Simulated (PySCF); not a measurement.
## How methods differ on the ionisation energy of Pd¹⁹⁺

Pd¹⁹⁺ [Ar] 3d9 [3d3/2^4 3d5/2^5, M_J = 5/2] → Pd²⁰⁺ [Ar] 3d8 [3d3/2^4 3d5/2^4, M_J = 4], as a difference of total energies. All numbers are calculated (PySCF 2.14, the two-component X2C-1e Hamiltonian, in an even-tempered Gaussian basis (17 s from 2.1 bohr⁻², ratio 2.8; 12 p from 2.7 bohr⁻², ratio 2.8; 8 d from 2.7 bohr⁻², ratio 2.8; 4 f from 13 bohr⁻², ratio 3)). Correlated levels: [Ne] frozen; the 76 highest virtual spinors dropped. "Screened" scales the spin-orbit matrix elements by Boettger's factors to mimic the two-electron term; Breit and QED terms are absent.

```tsv
method	ionisation energy (eV)
GHF (spin-free)	871.38
GMP2 (spin-free)	872.87
GHF (screened spin-orbit)	869.63
GMP2 (screened spin-orbit)	871.12
```

**Question.** How much does correlation contribute at GMP2 (screened spin-orbit)?

**Answer.** 871.12 − (869.63) = 1.49 eV, measured against GHF (screened spin-orbit).

Breit and QED terms and the two-electron picture change are absent.

The spin-free rows relax to the high-spin LS determinant and lack the spin-orbit shift.

The labels give the starting determinants; with spin-orbit coupling the two ends relaxed to ⟨J²⟩ = 8.75, ⟨L²⟩ = 6.01, ⟨S²⟩ = 0.76 and ⟨J²⟩ = 20.00, ⟨L²⟩ = 12.25, ⟨S²⟩ = 1.95.

For comparison: 869 ± 4 eV (theoretical estimate listed by NIST; NIST Atomic Spectra Database, ionization energies).
